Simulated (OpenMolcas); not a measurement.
# Co²⁺: effect of the active space

```
Program             : OpenMolcas 26.06
Method              : MS-CASPT2, IPEA 0.25 Eh, imaginary shift 0.1 Eh
Basis               : ANO-RCC-VQZP
Scalar Hamiltonian  : DKH2, point nucleus
Spin-orbit coupling : RASSI with atomic mean-field integrals over the reference wave functions, term energies averaged over their components
```

A. 7 electrons in 5 orbitals (3d); 2S+1 = 4 even, 10 roots; 2S+1 = 2 even, 40 roots; closed shells correlated: 3s 3p; CASPT2 step of the order of 23 core-seconds
B. 7 electrons in 6 orbitals (3d 4s); 2S+1 = 4 even, 50 roots; 2S+1 = 6 even, 5 roots kept (CI in the orbitals of an earlier block); 2S+1 = 2 even, 110 roots kept (CI in the orbitals of an earlier block); closed shells correlated: 3s 3p; CASPT2 step of the order of 100 core-seconds
C. 7 electrons in 10 orbitals (3d 4d); 2S+1 = 4 even, 10 roots; 2S+1 = 2 even, 40 roots; closed shells correlated: 3s 3p; CASPT2 step about 30 core-minutes

Energies in cm-1 above 3d7 4F 9/2, the measured ground level; measured values from Sugar and Corliss, J. Phys. Chem. Ref. Data 10, 1097 (1981).

```json
{"Level": "3d7 4F 9/2", "A": "0.0", "B": "0.0", "C": "0.0", "Measured": "0.0"}
{"Level": "3d7 4F 7/2", "A": "826", "B": "890", "C": "802", "Measured": "841"}
{"Level": "3d7 4F 5/2", "A": "1431", "B": "1538", "C": "1389", "Measured": "1451"}
{"Level": "3d7 4F 3/2", "A": "1844", "B": "1980", "C": "1790", "Measured": "1867"}
{"Level": "3d7 4P 5/2", "A": "15510", "B": "15190", "C": "15470", "Measured": "15202"}
{"Level": "3d7 4P 3/2", "A": "15700", "B": "15370", "C": "15690", "Measured": "15428"}
{"Level": "3d7 4P 1/2", "A": "16140", "B": "15860", "C": "16080", "Measured": "15811"}
{"Level": "3d7 2G 9/2", "A": "16190", "B": "16380", "C": "17170", "Measured": "16978"}
{"Level": "3d7 2G 7/2", "A": "16970", "B": "17230", "C": "17940", "Measured": "17766"}
{"Level": "3d7 2P 3/2", "A": "19580", "B": "19250", "C": "20340", "Measured": "20195"}
{"Level": "3d7 2P 1/2", "A": "20240", "B": "19950", "C": "21050", "Measured": ""}
{"Level": "3d7 2H 11/2", "A": "22500", "B": "22530", "C": "23250", "Measured": "22720"}
{"Level": "3d7 2D 5/2(1)", "A": "22620", "B": "22510", "C": "23550", "Measured": "23059"}
{"Level": "3d7 2H 9/2", "A": "23190", "B": "23280", "C": "23910", "Measured": "23434"}
{"Level": "3d7 2D 3/2(1)", "A": "23770", "B": "23730", "C": "24700", "Measured": "24237"}
{"Level": "3d7 2F 5/2", "A": "36870", "B": "36220", "C": "37540", "Measured": "37021"}
{"Level": "3d7 2F 7/2", "A": "37210", "B": "36600", "C": "37910", "Measured": "37316"}
{"Level": "3d7 2D 3/2(2)", "A": "58350", "B": "56610", "C": "58660", "Measured": ""}
{"Level": "3d7 2D 5/2(2)", "A": "58770", "B": "57050", "C": "59170", "Measured": ""}
```

Deviations, from unrounded energies. A percentage is the sum of absolute deviations over the sum of measured energies, with the sign that they share, or ± where signs differ.

| Against measurement | Levels | A | B | C |
| --- | --- | --- | --- | --- |
| mean absolute deviation (cm-1) | 15 | 320 | 360 | 300 |
| fine structure of the ground term (%) | 3 | -1.4 | +6.0 | -4.3 |
| other terms of the ground configuration (%) | 12 | ±1.8 | ±1.9 | +1.6 |

A, C lie about equally close to measurement and B furthest from it. The largest miss of C in the table is 3d7 2F 7/2, by +590 cm-1. The ranking rests on the paired levels alone, and a cruder setting can come out closer through cancelling errors.

The two smallest mean deviations differ by little beside CASPT2's spread within terms, so their order carries little weight.

Among A to C the level of the table that moves most is 3d7 2D 5/2(2), by 2100 cm-1 (lowest in B, highest in C). Moves below CASPT2's spread within the term are not significant.

CASPT2 breaks the degeneracy within a term, and the mean is taken; among the terms shown or strongly mixed into the levels shown the widest spread is 1700 cm-1 (3d7 4F, B). The CASPT2 spread within a term exceeds the gap to the next term for 3d7 2H and 3d7 2D(1), so the order of their levels is uncertain. Blocks of more than 70 roots (2S+1 = 2 even) ran without multistate coupling (holds for B). Terms from blocks run as CI alone lack orbitals of their own (holds for B). Active for correlation alone: 4d; no level in the range computed is led by a configuration that fills it, so any true level of that kind is missing (holds for C). Computed and measured levels are paired by configuration, term and J; levels that our copy of the source lacks, or whose pairing is in doubt (as where it misses far off the trend of its configuration), stay unpaired and out of the deviations. Only configurations of the active space appear. The table leaves out levels that lie high or whose names do not pair safely across all columns.

A number in round brackets counts repeated terms of one configuration in the order of the reference energies.
